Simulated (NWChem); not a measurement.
Species: GeHSCl, singlet; SMILES [SH][Ge][Cl]

```xyz
4

Ge     0.7507     0.0092     0.0000
Cl    -0.6913     1.6671     0.0000
S     -0.7770    -1.6269     0.0000
H      0.1616    -2.6024     0.0000
```
Atoms are numbered in this order, from 1.

Results from NWChem. Low-valent species are run as closed-shell singlets; no triplet was tried in these runs. All runs use the structure optimised with PBE0/def2-SVP. Ions are spin-unrestricted doublets at the neutral geometry; other ion states weren't tried.

```csv
level,"vertical ionisation energy, ΔSCF (eV)",−ε(HOMO) (eV),ΔSCF minus −ε(HOMO) (eV)
B3LYP/def2-SVP,9.54,7.14,2.40
CAM-B3LYP/def2-SVP,9.66,8.56,1.10
Hartree-Fock/def2-SVP,___,___,___
LRC-wPBEh/def2-SVP,9.68,9.18,0.50
```

### Question
Fill in the missing entries.

### Answer

- Hartree-Fock/def2-SVP, vertical ionisation energy, ΔSCF (eV): 8.93
- Hartree-Fock/def2-SVP, −ε(HOMO) (eV): 9.74
- Hartree-Fock/def2-SVP, ΔSCF minus −ε(HOMO) (eV): -0.81
